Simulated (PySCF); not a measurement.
## Exact mass, isotope pattern and composition

Species: `C([Si](O)(CC)O)CC`.

All values are calculated from tables of isotopes.

Question: What are the average molar mass and the monoisotopic mass?

Answer: For C5H14O2Si, with standard atomic weights, 5 × 12.011 + 1 × 28.085 + 2 × 15.999 + 14 × 1.008 = 134.250 g/mol. From the most abundant isotopes (12C, 28Si, 16O, 1H), 5 × 12.000000 + 1 × 27.976927 + 2 × 15.994915 + 14 × 1.007825 = 134.0763 u.

Question: Work out the cluster of the molecular ion M+•, one line a nominal mass.

Answer: 
```csv
nominal mass,m/z (centroid),relative intensity
134,134.0758,100.0
135,135.0774,10.7
136,136.0741,4.2
137,137.0773,0.2
```

Cut off at 0.1 %. One electron mass, 0.00055 u, is taken off.

Question: Elemental analysis, calculated?

Answer: C 44.73 %, Si 20.92 %, O 23.83 %, H 10.51 %.

Question: Which m/z would the protonated, sodiated and deprotonated molecule have?

Answer: [M+H]+ 135.0836, [M+Na]+ 157.0655, [M−H]− 133.0690, for the monoisotopic species (arithmetic only; whether such ions form is another matter).

Question: What resolving power m/Δm just matches the spacing of the species with one 29Si and with one 13C?

Answer: They lie 0.00379 u apart at mass 135.08, so m/Δm is about 36000.

Question: Count the protons, neutrons and electrons of the monoisotopic species, and give its exact less its nominal mass.

Answer: 74 protons, 60 neutrons and 74 electrons; 134.0763 − 134 = +0.0763 u.

Question: What share of all molecules is the monoisotopic species?

Answer: 0.9893^5 × 0.922297 × 0.99757^2 × 0.999885^14 = 86.84 %.
